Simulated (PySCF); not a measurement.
Core binding energy against partial charge

C5H12OSi2.
Cartesian coordinates in Å at the PBE0-D3(BJ)/def2-SVP level; atoms count from 1:
```
atom  x, y, z in Å
C1    -3.8516    0.1588   -0.6648
C2    -2.7101    0.5642   -0.6496
C3    -1.3372    1.0533   -0.6003
C4    -0.7029    0.9663    0.8010
C5    -0.6598   -0.4664    1.3306
Si6    1.0079    1.7574    0.8055
O7     1.9969    0.9785   -0.2785
Si8    2.8473   -0.3821   -0.6811
H9    -4.8636   -0.2005   -0.6856
H10   -1.3235    2.0969   -0.9603
H11   -0.7252    0.4790   -1.3185
H12   -1.3153    1.5804    1.4886
H13   -1.6672   -0.9118    1.3447
H14   -0.0289   -1.1115    0.6966
H15   -0.2575   -0.5080    2.3544
H16    1.5962    1.6662    2.1784
H17    0.9257    3.1882    0.3880
H18    1.9565   -1.3428   -1.4000
H19    3.3845   -1.0445    0.5469
H20    3.9765    0.0004   -1.5751
```

Binding energies: PySCF, delta-SCF UKS SCAN, pcX-2 on the ionised atom, pcseg-1 elsewhere, spin-free X2C. Charges: PBE0/pcSseg-1 ground-state density, for the ionised atom.

| atom | environment | C 1s (eV) | Mulliken (e) | IAO (e) | Hirshfeld (e) | ESP (e) |
| --- | --- | --- | --- | --- | --- | --- |
| C1 | terminal alkyne carbon | 290.03 | -0.386 | -0.259 | -0.128 | -0.547 |
| C4 | sp3 carbon bound to silicon | 290.28 | -0.594 | -0.387 | -0.105 | +0.098 |
| C2 | alkyne carbon | 290.56 | +0.180 | -0.026 | -0.036 | +0.133 |
| C5 | methyl carbon | 290.60 | -0.255 | -0.407 | -0.116 | -0.440 |
| C3 | propargylic carbon | 291.43 | -0.159 | -0.265 | -0.050 | -0.278 |

Task: Give the correlation coefficient and slope of binding energy on charge for each scheme.

Result: Hirshfeld: r = 0.67, slope 8.5 eV per e; Mulliken: r = 0.41, slope 0.7 eV per e; IAO: r = 0.08, slope 0.3 eV per e; ESP: r = 0.04, slope 0.1 eV per e. Hirshfeld charges have the highest r, on only 5 points.

Task: The point-charge model writes a binding energy as kq + V + constant, with V the potential of the other atoms' charges at the site. What does it give with the Hirshfeld charges?

Result: V = Σ 14.40 eV Å × q/r over all other atoms: +1.02 eV at C1, +1.33 eV at C4, -0.76 eV at C2, +1.31 eV at C5, +0.51 eV at C3. Fitting binding energy − V to q gives k = 26.5 eV per e and leaves an rms residual of 0.24 eV, against 0.35 eV for the fit on q alone. The model has no term for differences in relaxation between sites.

Spin contamination (⟨S²⟩ against 0.75 for a pure doublet) is marked for C 1s of C2 (0.87), which makes this value less certain. Isolated species at its PBE0-D3(BJ)/def2-SVP geometry (one conformer only).
